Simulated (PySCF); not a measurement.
**chlorobenzene: calculation against experiment**

**The experiment to reproduce.**

From NIST CCCBDB Release 22 (SRD 101), experimental dipoles, for the gas: dipole moment 1.78 ± 0.06 D.

The runs below try to reproduce these values; the comparison stands at the end.

Compound: chlorobenzene, C6H5Cl.
Numbering: `[Cl:1][c:2]1[cH:3][cH:4][cH:5][cH:6][cH:7]1` (hydrogens: H8 on C3; H9 on C4; H10 on C5; H11 on C6; H12 on C7)

Geometry (CAM-B3LYP/def2-SV(P), Å), atoms numbered from 1 in this order:
```
atom  x, y, z in Å
Cl1    4.1870    0.4342    0.0095
C2     2.4521    0.3067    0.0128
C3     1.6787    1.4649    0.0282
C4     0.2902    1.3556    0.0307
C5    -0.3189    0.1023    0.0180
C6     0.4675   -1.0481    0.0027
C7     1.8570   -0.9524    0.0000
H8     2.1673    2.4409    0.0381
H9    -0.3200    2.2626    0.0427
H10   -1.4088    0.0220    0.0200
H11   -0.0031   -2.0348   -0.0074
H12    2.4833   -1.8463   -0.0119
```

Runs made with PySCF (gas phase, on this CAM-B3LYP/def2-SV(P) geometry; no spin–orbit coupling):

| level | job | basis functions | wall time |
| --- | --- | --- | --- |
| CAM-B3LYP/def2-SV(P), grid level 1 | geometry optimisation from a GFN2-xTB start | 112 | 41 s |

Hardware: an Arm Neoverse V1 with one thread, shared host.

**Comparison with experiment**

**Dipole moment.** Measured: 1.78 D (NIST CCCBDB Release 22 (SRD 101), experimental dipoles).

```
               level  computed (D)  computed − measured (D)  % (from the printed values)
CAM-B3LYP/def2-SV(P)          1.56                    -0.22                          -12
```

The computed dipoles belong to one fixed geometry; measured ones are averaged over vibrations unless marked μe. Magnitudes are compared, not signs.

The geometry is computed, not the measured one. Where a level misses, the cause wasn't examined.
